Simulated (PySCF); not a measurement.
## Electron correlation in Cl²⁺ (chlorine, charge +2)

[Ne] 3s2 3p3, high-spin 4S determinant. Calculation: PySCF 2.14, in def2-TZVP; the non-relativistic Hamiltonian (point nucleus). Frozen: [Ne]; 5 electrons correlated.

MP2 pair energies summed by pair of shells (mhartree):

```
 pair  energy  share (%)
3s-3p  -61.99       66.5
3p-3p  -21.84       23.4
3s-3s   -9.38       10.1
```

Total MP2 correlation energy: -93.21 mhartree.

Same-spin part -24.97 and opposite-spin part -68.23 mhartree; SCS-MP2 scales them by 1/3 and 6/5 to -90.21 mhartree.

```
  level  correlation energy (mhartree)
   CCSD                        -114.84
    (T)                          -3.26
CCSD(T)                        -118.10
```

Diagnostics: T1 = 0.0025, D1 = 0.0065, largest double amplitude 0.063.

Problem. Is a single reference adequate?

Solution. Yes: T1 lies below 0.03 and no double amplitude reaches 0.07.
